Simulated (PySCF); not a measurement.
# Reading the logs of faulty runs: GeH6NSi

Calculated results; nothing here was measured. The program is PySCF 2.14.0, an open-source quantum chemistry code, run on an isolated molecule that a program drew, which may never have been made. The molecule is GeH6NSi (charge 0, doublet), drawn as the SMILES string `N[SiH2][GeH2]`.

Each row is a Hartree-Fock (HF) and frozen-core CCSD(T) single point in the cc-pV(D+d)Z basis, meant for a local HF minimum. Run 1 is clean. Each other run has one planted mistake out of seven kinds, and not every kind appears here: one electron removed, one electron added, multiplicity raised by two, geometry at a saddle point, minimal basis STO-3G, one bond length entered in bohr, all coordinates scaled. The reference is restricted for singlets and unrestricted otherwise, and also for a bond in bohr. Adding or removing an electron swaps singlet and doublet. Electrons count all cores. HOMO and LUMO are orbital energies over both spins, the gradient is its largest component, and the lowest frequency (negative if imaginary) is given only where the gradient is small. Bond lengths are over the 8 bonds as drawn. T1 is the CCSD diagnostic: over 0.02 (restricted) or 0.045 (unrestricted) a single reference is doubtful. Germanium has the cc-pVDZ-PP basis, with a core potential (ECP10MDF) in place of its 10 inner electrons, and its 3s, 3p and 3d shells are frozen in CCSD(T).

Geometry of the clean run:
```xyz
9
GeH6NSi, angstrom
N    -3.4674   -1.7130    1.3553
Si   -2.5025   -0.6044    0.4476
Ge   -1.0736   -1.8854   -0.9938
H    -3.0087   -2.4253    1.8931
H    -4.2478   -1.3507    1.8730
H    -3.4136    0.2253   -0.3718
H    -1.6801    0.3308    1.2624
H     0.0193   -1.0652   -1.6975
H    -0.4101   -3.0863   -0.2973
```

| run | electrons | basis functions | <S^2> | HOMO (eV) | LUMO (eV) | gradient (hartree/bohr) | lowest frequency (cm^-1) | mean bond (Å) | longest bond (Å) | T1 | HF (hartree) | CCSD(T) (hartree) | mistake |
|---|---|---|---|---|---|---|---|---|---|---|---|---|---|
| 1 | 59 | 90 | 0.757 | -8.33 | 1.12 | 1.1e-05 | 82 | 1.5224 | 2.400 | 0.0117 | -640.25377 | -640.66854 | no fault |
| 2 | 59 | 90 | 3.770 | -3.17 | -0.40 | 6.9e-02 | - | 1.5224 | 2.400 | 0.0419 | -640.03870 | -640.44585 | multiplicity raised by two |
| 3 | 60 | 90 | 0.000 | -0.52 | 8.01 | 4.1e-02 | - | 1.5224 | 2.400 | 0.0114 | -640.24085 | -640.68413 | ? |
| 4 | 59 | 90 | 1.564 | -8.60 | 0.87 | 1.9e-02 | - | 1.6340 | 2.400 | 0.0661 | -640.11782 | -640.52457 | ? |

**Which mistake was planted in run 3, and what did it cost?**

It counts 60 electrons, one more than the clean run, at the same geometry and basis. So the mistake is: one electron added. Subtracting run 1 and multiplying by 627.51 kcal/mol a hartree, the energy moved by 8.1 kcal/mol in HF and -9.8 kcal/mol in CCSD(T).

**Which mistake was planted in run 4, and what did it cost?**

The mean bond changes by a factor of 1.073 and the longest by 1.000, so the molecule wasn't scaled as a whole. A length L in bohr read as angstrom grows by (1/0.5292 - 1) L = 0.890 L. The 8 bonds together grew by 8 x 0.1116 = 0.893 Å, which gives L = 1.003 Å. That is the length of one of the H-N bonds, 1.004 Å in the clean geometry. So the mistake is: one bond length entered in bohr. Subtracting run 1 and multiplying by 627.51 kcal/mol a hartree, the energy moved by 85.3 kcal/mol in HF and 90.3 kcal/mol in CCSD(T).

Cautions from the logs. Run 4: T1 is over the limit, so its CCSD(T) energy is less reliable.
